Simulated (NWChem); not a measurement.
# GeH2BrF; SMILES [Br][GeH2][F]

Program: NWChem. Coordinates come from a B3LYP/6-31G* (spherical d) optimisation. Total energies compare along this basis series because the functional is fixed.

| level | basis functions | energy (Ha) | highest occupied level (eV) | orbital gap (eV) | dipole (D) |
|---|---|---|---|---|---|
| TPSS/pcseg-1 | 78 | -4751.6120 | -7.47 | 5.80 | 2.16 |
| TPSS/aug-pcseg-1 | 113 | -4751.6227 | -7.55 | 5.63 | 2.13 |
| TPSS/pcseg-2 | 144 | -4752.2971 | -7.49 | 5.72 | 2.11 |
| TPSS/STO-3G | 43 | -4698.6024 | ? | ? | ? |
| TPSS/def2-SVP | 88 | -4751.5180 | -7.33 | 5.86 | 2.02 |

Question: Fill in the missing entries.

Answer: 
- TPSS/STO-3G, highest occupied level (eV): -2.72
- TPSS/STO-3G, orbital gap (eV): 5.67
- TPSS/STO-3G, dipole (D): 1.81
